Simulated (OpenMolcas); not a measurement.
Ru⁶⁺: effect of the basis set

```yaml
Program: OpenMolcas 26.06
Method: "SS-CASPT2, IPEA 0.25 Eh, imaginary shift 0.1 Eh (closed shells correlated: 4s 4p)"
Active_space: 2 electrons in 5 orbitals (4d)
State_averaging: 2S+1 = 3 even, 10 roots; 2S+1 = 1 even, 15 roots
Spin-orbit_coupling: RASSI with atomic mean-field integrals over the reference wave functions, term energies averaged over their components
```

A. ANO-R1 [6s4p3d1f], X2C, finite nucleus; CASPT2 step about 1.7 core-seconds
B. ANO-RCC-VDZP [6s5p3d1f], DKH2, point nucleus; CASPT2 step roughly 1.7 core-seconds
C. ANO-R2 [7s5p4d2f1g], X2C, finite nucleus; CASPT2 step about 6 core-seconds
D. ANO-RCC-VTZP [7s6p4d2f1g], DKH2, point nucleus; CASPT2 step about 5 core-seconds
E. ANO-R3 [8s6p5d3f2g1h], X2C, finite nucleus; CASPT2 step about 14 core-seconds
F. ANO-RCC-VQZP [8s7p5d3f2g1h], DKH2, point nucleus; CASPT2 step roughly 7 core-seconds

Energies in cm⁻¹ above 4d² ³F₂.

| Level | A | B | C | D | E | F |
| --- | --- | --- | --- | --- | --- | --- |
| 4d² ³F₂ | 0.0 | 0.0 | 0.0 | 0.0 | 0.0 | 0.0 |
| 4d² ³F₃ | 2750 | 2700 | 2740 | 2750 | 2640 | 2630 |
| 4d² ³F₄ | 5750 | 5640 | 5690 | 5700 | 5500 | 5490 |
| 4d² ¹D₂ [71 %] | 13850 | 13870 | 13330 | 13170 | 13390 | 13430 |
| 4d² ³P₀ | 14800 | 14790 | 14530 | 14360 | 14760 | 14800 |
| 4d² ³P₁ | 16000 | 15960 | 15730 | 15560 | 15910 | 15950 |
| 4d² ³P₂ [73 %] | 18910 | 18830 | 18510 | 18350 | 18550 | 18590 |
| 4d² ¹G₄ | 22820 | 22770 | 21810 | 21700 | 21750 | 21730 |
| 4d² ¹S₀ | 50280 | 49950 | 48700 | 48590 | 48780 | 48990 |

Among A to F the level of the table that moves most is 4d² ¹S₀, by 1700 cm-1 (lowest in D, highest in A). Moves below CASPT2's spread within the term are not significant.

CASPT2 breaks the degeneracy within a term, and the mean is taken; among the terms shown or strongly mixed into the levels shown the widest spread is 760 cm-1 (4d² ¹G, E). The basis is small and was not contracted for so high a charge (holds for A; B). Only configurations of the active space appear.

A share in square brackets marks a mixed level and gives the weight of the term that names it, the lowest over the columns.
